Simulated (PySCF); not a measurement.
B₂F₃ (SMILES F[B]B(F)F), doublet, geometry from GFN2-xTB; MP2/def2-SVPD in PySCF.

The PySCF input:
```python
from pyscf import gto, scf, mp

mol = gto.M(
    atom='''
F     2.28800819   -0.25131237   -0.03783998
B     1.01482057   -0.12552342    0.08614484
B    -0.53657336    0.05826643    0.01378160
F    -1.15328058    1.24668203    0.14170634
F    -1.40042050   -0.95800468   -0.15938105
''',
    basis='def2-svpd',
    spin=1,
    verbose=4,
)

mf = scf.UHF(mol)
mf.kernel()

pt = mp.MP2(mf)
pt.kernel()
print('E(MP2) = %.10f' % pt.e_tot)
```

### Question
Predict the main parts of the log of this PySCF run.

### Answer

```
PySCF version 2.14.0

[INPUT] verbose = 4
[INPUT] num. atoms = 5
[INPUT] num. electrons = 37
[INPUT] charge = 0
[INPUT] spin (= nelec alpha-beta = 2S) = 1
[INPUT] symmetry False subgroup None
[INPUT] Mole.unit = angstrom
[INPUT] Symbol           X                Y                Z      unit          X                Y                Z       unit  Magmom
[INPUT]  1 F      2.288008190000  -0.251312370000  -0.037839980000 AA    4.323708849862  -0.474911551015  -0.071507198759 Bohr   0.0
[INPUT]  2 B      1.014820570000  -0.125523420000   0.086144840000 AA    1.917732942875  -0.237204886019   0.162790154644 Bohr   0.0
[INPUT]  3 B     -0.536573360000   0.058266430000   0.013781600000 AA   -1.013976696138   0.110107594956   0.026043449558 Bohr   0.0
[INPUT]  4 F     -1.153280580000   1.246682030000   0.141706340000 AA   -2.179384440980   2.355887601117   0.267786172714 Bohr   0.0
[INPUT]  5 F     -1.400420500000  -0.958004680000  -0.159381050000 AA   -2.646411204226  -1.810366471252  -0.301186533946 Bohr   0.0

nuclear repulsion = 131.291268373691
number of shells = 43
number of NR pGTOs = 159
number of NR cGTOs = 109
basis = def2-svpd
ecp = {}

******** <class 'pyscf.scf.uhf.UHF'> ********
method = UHF
initial guess = minao
damping factor = 0
level_shift factor = 0
DIIS = <class 'pyscf.scf.diis.CDIIS'>
diis_start_cycle = 1
diis_space = 8
diis_damp = 0
SCF conv_tol = 1e-09
SCF conv_tol_grad = None
SCF max_cycles = 50
direct_scf = True
direct_scf_tol = 1e-13
number electrons alpha = 19  beta = 18
Set gradient conv threshold to 3.16228e-05
init E= -348.034050608082

cycle= 1 E= -347.385762676691  delta_E= 0.648  |g|= 0.51  |ddm|= 2.52
cycle= 2 E= -347.484943860695  delta_E= -0.0992  |g|= 0.289  |ddm|= 0.948
cycle= 3 E= -347.513671031222  delta_E= -0.0287  |g|= 0.0496  |ddm|= 0.328
cycle= 4 E= -347.515678958432  delta_E= -0.00201  |g|= 0.0158  |ddm|=  0.2
cycle= 5 E= -347.516181111849  delta_E= -0.000502  |g|= 0.00842  |ddm|= 0.0726
cycle= 6 E= -347.516378042144  delta_E= -0.000197  |g|= 0.00429  |ddm|= 0.0464
cycle= 7 E= -347.516419035043  delta_E= -4.1e-05  |g|= 0.00139  |ddm|= 0.024
cycle= 8 E= -347.516423546056  delta_E= -4.51e-06  |g|= 0.000402  |ddm|= 0.0103
cycle= 9 E= -347.516423917227  delta_E= -3.71e-07  |g|= 0.000171  |ddm|= 0.00311
cycle= 10 E= -347.51642400313  delta_E= -8.59e-08  |g|= 7.98e-05  |ddm|= 0.00179
cycle= 11 E= -347.516424023462  delta_E= -2.03e-08  |g|= 2.53e-05  |ddm|= 0.00102
cycle= 12 E= -347.516424025182  delta_E= -1.72e-09  |g|= 8.95e-06  |ddm|= 0.000294
cycle= 13 E= -347.516424025293  delta_E= -1.11e-10  |g|= 3.05e-06  |ddm|= 5.96e-05
Extra cycle  E= -347.516424025305  delta_E= -1.16e-11  |g|= 1.78e-06  |ddm|= 1.43e-05
converged SCF energy = -347.516424025305  <S^2> = 0.75819104  2S+1 = 2.0081743

******** <class 'pyscf.mp.ump2.UMP2'> ********
nocc = (np.int64(19), np.int64(18)), nmo = (109, 109)
E(UMP2) = -348.244519711195  E_corr = -0.728095685890588
E(SCS-UMP2) = -348.215529747651  E_corr = -0.699105722346143
E_corr(same-spin) = -0.201472039295264
E_corr(oppo-spin) = -0.526623646595324
E(MP2) = -348.2445197112
```
